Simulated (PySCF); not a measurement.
A structure optimised at PBE0-D3(BJ)/def2-SVP (Å):
```
atom  x, y, z in Å
C1    -3.5224   -0.7162   -0.2139
S2    -2.9318    0.6241    0.8637
O3    -3.2686    1.8988    0.1440
C4    -1.1690    0.3297    0.5880
C5    -0.4980   -0.7246    1.2064
C6     0.8661   -0.8773    0.9808
C7     1.5746    0.0183    0.1621
B8     3.1159   -0.1910   -0.0653
O9     3.8862    0.6264   -0.8378
O10    3.7125   -1.2501    0.5404
C11    0.8668    1.0789   -0.4208
C12   -0.4995    1.2478   -0.2115
H13   -3.1976   -1.6922    0.1732
H14   -3.1268   -0.5325   -1.2222
H15   -4.6189   -0.6479   -0.2148
H16   -1.0328   -1.4208    1.8595
H17    1.4076   -1.7021    1.4503
H18    3.4048    1.3574   -1.2339
H19    4.6540   -1.2881    0.3396
H20    1.3821    1.8065   -1.0579
H21   -1.0726    2.0728   -0.6443
```

Neutral, closed shell.

(1) Which heavy atoms are bonded, and with what formal order?

(2) Which species is it?

(3) Name the point group.

(4) Which rings does it hold (smallest set)?

(5) Describe the place of each heavy atom.

(6) What is the arrangement about C1?

(7) What is the arrangement about C6?

## Answers

(1) C1–S2 1.82 Å (single); S2–O3 1.50 Å (double); S2–C4 1.81 Å (single); C4–C5 1.39 Å (aromatic); C5–C6 1.39 Å (aromatic); C6–C7 1.41 Å (aromatic); C7–B8 1.57 Å (single); B8–O9 1.36 Å (single); B8–O10 1.36 Å (single); C7–C11 1.40 Å (aromatic); C11–C12 1.39 Å (aromatic); C4–C12 1.39 Å (aromatic). Bonds to hydrogen (Å): C1–H13 1.10; C1–H14 1.10; C1–H15 1.10; C5–H16 1.09; C6–H17 1.09; O9–H18 0.96; O10–H19 0.96; C11–H20 1.10; C12–H21 1.09. The orders are those of one drawing; other resonance forms can be drawn.

(2) `C[S@](=O)c1ccc(B(O)O)cc1`, C7H9BO3S. Among its features: benzene ring, sulfoxide and three-coordinate boron.

(3) C1 (no symmetry element, even within 0.4 Å).

(4) C4–C5–C6–C7–C11–C12 (6 members, 0.01 Å rms from planarity).

(5) C1: S-methyl carbon; S2: sulfinyl sulfur; O3: sulfinyl oxygen; C4: substituted aromatic carbon; C5/C12: aromatic CH carbon; C6/C11: aromatic CH carbon; C7: substituted aromatic carbon; B8: three-coordinate boron; O9/O10: boron-bound oxygen.

(6) It has 4 neighbours (S2, H13, H14, H15) and is tetrahedral (angles from 106.2° to 111.4°).

(7) It has 3 neighbours (C5, C7, H17) and is planar (angles 121.3°, 119.9° and 118.8°, sum 360.0°, 0.00 Å off the plane of its three neighbours).

These are computed values.
